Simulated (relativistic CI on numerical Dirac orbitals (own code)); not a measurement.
**Spin-allowed bands of a d8 ion in an octahedral site, by hand**

Problem. A d8 ion in an octahedral site has a 3A2 ground term and spin-allowed bands at ν1 = 11250 and ν2 = 17469 cm⁻¹ (from a computed ligand-field model). Find Δ and the Racah parameter B, and predict the third band.

Working.
1. The F term splits into A2 (−1.2Δ), T2 (−0.2Δ) and T1 (+0.6Δ), so ν1 = E(T2) − E(A2) = Δ = 11250 cm⁻¹.
2. T1(F) mixes with T1(P), which lies at 15B, through an element 0.4Δ. The two roots, counted from A2, are ν2,3 = ½(15B + 3Δ) ∓ ½√[(15B − Δ)² + 12BΔ].
3. Solving the lower root for B gives B = (2ν1² + ν2² − 3ν1ν2)/(15ν2 − 27ν1) = -31287789/-41715 = 750 cm⁻¹.
4. The sum of the roots is 15B + 3Δ, so ν3 = 15B + 3ν1 − ν2 = 27532 cm⁻¹ (363 nm).

Check. The bands were computed by exact diagonalisation of the d8 shell with B = 750 and Δ = 11250 cm⁻¹, which gives ν3 = 27531 cm⁻¹. C does not enter the terms of highest spin.
